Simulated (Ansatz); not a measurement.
HF4OW, charge +1, singlet, at a GFN2-xTB geometry (such geometries of metal compounds can be far from the true shape) (the multiplicity is a formal guess) (core potentials on W); PBE0/def2-TZVP in Ansatz (a program for electronic structure).

Input for Ansatz:
Ansatz 0.2 input:
```yaml
crystal:
  periodic: [false, false, false]
  atoms:
    - {symbol: W, position_ang: [0.00517043, 0.01064127, 0.00015456]}
    - {symbol: F, position_ang: [1.57163266, -0.84182049, -0.33845170]}
    - {symbol: F, position_ang: [-0.58071913, 0.17421454, 1.71045465]}
    - {symbol: F, position_ang: [-1.08889765, 0.46594466, -1.37493200]}
    - {symbol: F, position_ang: [-0.77847316, -1.60217707, -0.02327098]}
    - {symbol: O, position_ang: [0.78657628, 1.61885412, 0.02351321]}
    - {symbol: H, position_ang: [1.21289358, 2.49625856, 0.03625716]}
basis:
  gaussian:
    orbitals: def2-TZVP
    point_charges:
      - {charge: 1.0, position_ang: [-4.5739, 1.4740, 2.3515]}
hamiltonian:
  xc: pbe0
total_charge: 1
```

What the program printed (banner, timings and long lists left out):

```
Functional definition: PBE0
1219 factors; their error is unknown
mean field evaluation 1: about -14722.8563 eV, gradient 1.2e2 eV
mean field evaluation 2: about -14561.2303 eV, gradient 3.3e2 eV
mean field evaluation 4: about -14742.4862 eV, gradient 3.5e1 eV
mean field evaluation 8: about -14744.5332 eV, gradient 1.7e-1 eV
mean field evaluation 16: about -14744.5989 eV, gradient 8.0e-4 eV
mean field -14744.59890250 eV, -541.8540154190 hartree, gradient 4.7e-5 eV, S^2 0.000000; 0 other end points of the search recorded, 0 dependent functions left out
reference -14744.59893057 eV, -541.8540164502 hartree; 29, 29 occupied and 172, 172 virtual orbitals, 1219 factors
Total energy: -14744.59893057 eV, -541.8540164502 hartree
```
